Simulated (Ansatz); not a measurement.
# One elementary step

Start structure (SnNH7S, singlet), relaxed at PBE0-D4/def2-TZVP:

```xyz
10
angstrom
Sn -1.1618 0.9072 -0.0269
N 0.4311 0.2123 1.0552
H -0.4925 1.8566 -1.2682
H -2.2194 1.8432 0.9445
H -1.9605 -0.4810 -0.6003
H 1.4005 -0.8927 -0.4231
S 1.7825 -1.4806 -1.5905
H 0.1517 -0.3452 1.8535
H 1.0194 0.9579 1.4078
H 1.0489 -2.5777 -1.3517
```

The step: SnNH₅ ([NH2][SnH3]) + H₂S → SnH₄S ([SH][SnH3]) + NH₃; bonds formed: Sn1–S7, N2–H6; bonds broken: Sn1–N2, H6–S7. Computed with Ansatz 0.2.0 (basis: def2-TZVPP and def2-QZVPP); correlated methods freeze the cores. Filled d shells of the heavier atoms are correlated. Core potentials replace the inner electrons of the atoms past krypton. The def2 sets are not built for correlating such inner shells, so the correlated values are less sure here. Extrapolation: Hartree–Fock as exp(−7.88 √X), correlation as X^−2.97. Energies below are by CCSD(T) at an estimated basis limit (MP2 extrapolated from triple and quadruple zeta, plus CCSD(T) − MP2 in triple zeta).

Task: What are the electronic barrier and the energy of the step, from the start structure to the end structure? (Judge from chemistry; the value comes from the calculation.)

Result: The calculation gives: Barrier 10.33 kcal/mol; step energy -16.96 kcal/mol (downhill); reverse barrier, their difference, 27.30 kcal/mol. Barrier and step energy count from the start structure, the reverse barrier from the end structure.

The saddle point: One imaginary mode of 800i cm⁻¹.
```json
{"pair": "Sn1–S7", "start (Å)": "4.10", "saddle (Å)": "3.27", "end (Å)": "2.39"}
{"pair": "N2–H6", "start (Å)": "2.08", "saddle (Å)": "1.26", "end (Å)": "1.01"}
{"pair": "Sn1–N2", "start (Å)": "2.05", "saddle (Å)": "2.12", "end (Å)": "3.98"}
{"pair": "H6–S7", "start (Å)": "1.36", "saddle (Å)": "1.68", "end (Å)": "3.94"}
```

Zero-point energy (harmonic, PBE0-D4): ZPE is 39.36 kcal/mol at the start and 38.70 kcal/mol at the saddle, so the barrier goes from 10.33 to 9.67 kcal/mol.

T1 diagnostic: at most 0.013.

Exchanges of this kind with a chalcogen hydride build sulfide and selenide films.

Labels in which every atom is bracketed show which atoms are joined, not bond orders.

For scale, one of the runs: CCSD(T)/def2-TZVPP, 221 basis functions, launched by `ansatz run in.yaml --threads 4 --pin off --events-out ev --progress --plain --max-ram 9574MiB`. The run took 110 s on 4 CPU threads of an Arm Neoverse V1 (shared host), with 3.7 GiB of host memory at its peak.
